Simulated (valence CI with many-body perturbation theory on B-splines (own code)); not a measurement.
**Co VI: calculation against measured levels**

Method: relativistic CI+MBPT: four valence electrons over a frozen Dirac-Fock core [Ar], radial functions for each j: 7 s, 7 p, 8 d, 6 f, 4 g, 1 h, with the one-electron correlation potential Σ1 (screened to all orders), the two-electron term Σ2, the three-electron term Σ3, Breit, model QED; selected single and double excitations, second order for the rest, scaled by the run's own slope (own B-spline code, finite nucleus).

Set against measurement, 63 paired levels are off by 2097 cm⁻¹ on average, the worst by 5075. These come from a selection out of Sugar and Corliss, J. Phys. Chem. Ref. Data 10, 1097 (1981). Levels without a partner in it may be off by more, other configurations by 1,000 to 8,000 cm⁻¹. The list stops below the first excitations out of the core.

Measured levels: Sugar and Corliss, J. Phys. Chem. Ref. Data 10, 1097 (1981). Pairs share parity and J, and are chosen by configuration, term and nearness in energy; levels without a clear partner are left out. Energies in cm⁻¹ above the measured ground level.

Names give the largest LS component (configuration and term), which can be under half, so a name can repeat, a term be missing and a line seem to break the LS rules; names also repeat where a configuration has a term twice. Letters in brackets count levels of one name in rising energy.

| Computed label | Label in the source | Measured | Computed | Difference |
| --- | --- | --- | --- | --- |
| 3d⁴ ⁵D_0 | 3d4 5D | 0 | 0.0 | 0 |
| 3d⁴ ⁵D_1 | 3d4 5D | 204 | 201.0 | -3 |
| 3d⁴ ⁵D_2 | 3d4 5D | 589 | 581.1 | -8 |
| 3d⁴ ⁵D_3 | 3d4 5D | 1124.7 | 1110.1 | -15 |
| 3d⁴ ⁵D_4 | 3d4 5D | 1781.6 | 1760.5 | -21 |
| 3d⁴ ³P_0 [a] | 3d4 3P2 | 27166.2 | 27524.7 | +359 |
| 3d⁴ ³H_4 | 3d4 3H | 28376.6 | 27155.2 | -1221 |
| 3d⁴ ³P_1 [a] | 3d4 3P2 | 28461.5 | 28791.2 | +330 |
| 3d⁴ ³H_5 | 3d4 3H | 28805.9 | 27566.9 | -1239 |
| 3d⁴ ³H_6 | 3d4 3H | 29233.8 | 27980.7 | -1253 |
| 3d⁴ ³P_2 [a] | 3d4 3P2 | 30506.1 | 30810.9 | +305 |
| 3d⁴ ³F_2 [a] | 3d4 3F2 | 30554.9 | 30325.3 | -230 |
| 3d⁴ ³F_3 [a] | 3d4 3F2 | 30634.6 | 30371.1 | -263 |
| 3d⁴ ³F_4 [a] | 3d4 3F2 | 30816.7 | 30536.9 | -280 |
| 3d⁴ ³G_3 | 3d4 3G | 34025.8 | 33347.0 | -679 |
| 3d⁴ ³G_4 | 3d4 3G | 34474.6 | 33783.4 | -691 |
| 3d⁴ ³G_5 | 3d4 3G | 34854.8 | 34126.5 | -728 |
| 3d⁴ ³D_3 | 3d4 3D | 41675.9 | 41732.4 | +57 |
| 3d⁴ ³D_2 | 3d4 3D | 41856.5 | 41914.2 | +58 |
| 3d⁴ ¹G_4 [a] | 3d4 1G2 | 41925.9 | 41356.1 | -570 |
| 3d⁴ ³D_1 | 3d4 3D | 42098 | 42147.6 | +50 |
| 3d⁴ ¹I_6 | 3d4 1I | 42799.6 | 40944.1 | -1856 |
| 3d⁴ ¹S_0 [a] | 3d4 1S2 | 45372 | 45981.9 | +610 |
| 3d⁴ ¹D_2 [a] | 3d4 1D2 | 52739.5 | 52709.7 | -30 |
| 3d⁴ ¹F_3 | 3d4 1F | 59930 | 59621.4 | -309 |
| 3d⁴ ³P_2 [b] | 3d4 3P1 | 70164.3 | 70502.5 | +338 |
| 3d⁴ ³F_4 [b] | 3d4 3F1 | 70798.4 | 70716.3 | -82 |
| 3d⁴ ³F_2 [b] | 3d4 3F1 | 70925.6 | 70831.2 | -94 |
| 3d⁴ ³F_3 [b] | 3d4 3F1 | 70998.4 | 70903.5 | -95 |
| 3d⁴ ³P_1 [b] | 3d4 3P1 | 71624.2 | 71933.3 | +309 |
| 3d⁴ ³P_0 [b] | 3d4 3P1 | 72302.7 | 72623.4 | +321 |
| 3d⁴ ¹G_4 [b] | 3d4 1G1 | 81027.4 | 80476.9 | -551 |
| 3d⁴ ¹D_2 [b] | 3d4 1D1 | 106531.5 | 106827.4 | +296 |
| 3d⁴ ¹S_0 [b] | 3d4 1S1 | 137619.2 | 138662.8 | +1044 |
| 3d³4s ⁵F_1 | 3d3(4F) 4s 5F | 273324.8 | 269400.2 | -3925 |
| 3d³4s ⁵F_2 | 3d3(4F) 4s 5F | 273727.7 | 269798.6 | -3929 |
| 3d³4s ⁵F_3 | 3d3(4F) 4s 5F | 274319 | 270386.9 | -3932 |
| 3d³4s ⁵F_4 | 3d3(4F) 4s 5F | 275088 | 271150.3 | -3938 |
| 3d³4s ⁵F_5 | 3d3(4F) 4s 5F | 276008 | 272065.4 | -3943 |
| 3d³4s ³F_2 [a] | 3d3(4F) 4s 3F | 282948 | 278718.3 | -4230 |
| 3d³4s ³F_3 [a] | 3d3(4F) 4s 3F | 283961 | 279722.2 | -4239 |
| 3d³4s ³F_4 [a] | 3d3(4F) 4s 3F | 285189 | 280941.3 | -4248 |
| 3d³4s ⁵P_1 | 3d3(4P) 4s 5P | 293914.5 | 290658.9 | -3256 |
| 3d³4s ⁵P_2 | 3d3(4P) 4s 5P | 294229.5 | 290968.8 | -3261 |
| 3d³4s ⁵P_3 | 3d3(4P) 4s 5P | 295025.6 | 291763.1 | -3263 |
| 3d³4s ³G_3 | 3d3(2G) 4s 3G | 298620.2 | 294319.8 | -4300 |
| 3d³4s ³G_4 | 3d3(2G) 4s 3G | 298974.6 | 294666.0 | -4309 |
| 3d³4s ³G_5 | 3d3(2G) 4s 3G | 299534 | 295214.6 | -4319 |
| 3d³4s ³P_2 [b] | 3d3(2P) 4s 3P | 304909.9 | 301505.6 | -3404 |
| 3d³4s ³P_1 [b] | 3d3(2P) 4s 3P | 305039 | 301577.2 | -3462 |
| 3d³4s ³P_0 [b] | 3d3(2P) 4s 3P | 305473.1 | 301960.2 | -3513 |
| 3d³4s ³D_1 [a] | 3d3(2D2) 4s 3D | 306439.2 | 303049.5 | -3390 |
| 3d³4s ³D_3 [a] | 3d3(2D2) 4s 3D | 307482.7 | 304151.0 | -3332 |
| 3d³4s ³H_4 | 3d3(2H) 4s 3H | 307627 | 302769.0 | -4858 |
| 3d³4s ³H_5 | 3d3(2H) 4s 3H | 307692 | 302802.2 | -4890 |
| 3d³4s ³D_2 [a] | 3d3(2D2) 4s 3D | 307720 | 304340.7 | -3379 |
| 3d³4s ³H_6 | 3d3(2H) 4s 3H | 308029.5 | 303132.7 | -4897 |
| 3d³4s ¹P_1 | 3d3(2P) 4s 1P | 310736.8 | 307116.3 | -3620 |
| 3d³4s ¹D_2 | 3d3(2D2) 4s 1D | 311916 | 308477.2 | -3439 |
| 3d³4s ¹H_5 | 3d3(2H) 4s 1H | 312551.2 | 307476.4 | -5075 |

The table shows the lowest 60 pairs. Over 63 excited levels the mean absolute difference is 2097 cm⁻¹, the median 1253 and the largest 5075. The comparison draws on a selection of the measured levels: 64 of the 77 computed ones have a partner in it, and others may be off by more.
